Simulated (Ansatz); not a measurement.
BGeH6N, SMILES `N[BH][GeH3]` from Hartree–Fock to CCSD(T)

```xyz
9

N    -0.4139   -1.5995   -0.0437
B     0.5436   -0.6113   -0.1930
Ge    0.0537    1.3700    0.1126
H    -1.3699   -1.4154    0.2131
H    -0.2188   -2.5780   -0.1825
H     1.6525   -0.9432   -0.5017
H     0.8854    2.0024    1.2461
H    -1.4346    1.5471    0.4929
H     0.3021    2.2279   -1.1438
```

Charge 0, multiplicity 1. Correlated methods include outer-core shells of Ge, which these sets cover unevenly. Scalar relativity is left out up to krypton. All single points use the PBE0-D4/def2-TZVP geometry. It is one conformer, not always the lowest. Frozen core, restricted reference, Ansatz 0.2.0.

```tsv
basis	HF (Eh)	MP2 corr.	CCSD corr.	(T)	CCSD(T) total
def2-SVP	?	-0.49737	-0.53169	?	?
def2-TZVPP	-2158.05451	-0.58628	-0.61893	?	?
def2-QZVPP	?	-0.87221	–	–	–
```

Problem. Fill in the withheld values. (An estimate is asked.)

Solution. Computed: def2-SVP HF (Eh): -2157.69668; def2-SVP (T): -0.01497; def2-SVP CCSD(T) total: -2158.24334; def2-TZVPP (T): -0.02240; def2-TZVPP CCSD(T) total: -2158.69584; def2-QZVPP HF (Eh): -2158.10061.
